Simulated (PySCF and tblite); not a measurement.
Values are calculated unless marked as measured or tabulated.
2 diastereomers of C4H11BrSi, numbered alike:

```csv
isomer,SMILES,descriptors (one enantiomer)
A,[CH3:1][C@@H:2]([SiH3:3])[C@H:4]([CH3:5])[Br:6],"2R, 4S"
B,[CH3:1][C@H:2]([SiH3:3])[C@H:4]([CH3:5])[Br:6],"2S, 4S"
```

Each isomer is a Boltzmann average at 298.15 K over at most 6 conformers: GFN2-xTB geometries, energies PBE0/pcSseg-1 (D3(BJ) added where defined), GIAO shieldings PBE0/pcSseg-1, GFN2-xTB thermal terms. Programs: PySCF with density fitting and tblite.

Problem. What shifts does each isomer give (ppm)?

Solution. 
A: ¹H (against TMS): 4.23 (H4, 1H), 1.75 (H5, 3H), 1.40 (H1, 3H), 1.39 (H2, 1H). ¹³C (against TMS): 72.7 (C4), 31.6 (C2), 30.1 (C5), 18.9 (C1). ²⁹Si (against TMS): -63.6 (Si3).

B: ¹H (against TMS): 4.62 (H4, 1H), 1.65 (H5, 3H), 1.61 (H2, 1H), 1.41 (H1, 3H). ¹³C (against TMS): 71.8 (C4), 31.0 (C2), 26.0 (C5), 15.0 (C1). ²⁹Si (against TMS): -65.2 (Si3). H not on carbon is left out.

Problem. Which carbons tell the isomers apart best?

Solution. C5: 30.1 in A, 26.0 in B; C1: 18.9 in A, 15.0 in B ppm.

Spin–orbit effects of the heavy atoms on shieldings are missing. At a carbon that bears Br the missing effect is some 10 ppm, beside I tens of ppm. Unscaled ²⁹Si shifts at such levels can be off by tens of ppm; differences between conformers or isomers are more reliable. Shifts are unscaled: against experiment ¹³C can be off by 15 ppm or more and ¹H by 0.8 ppm.
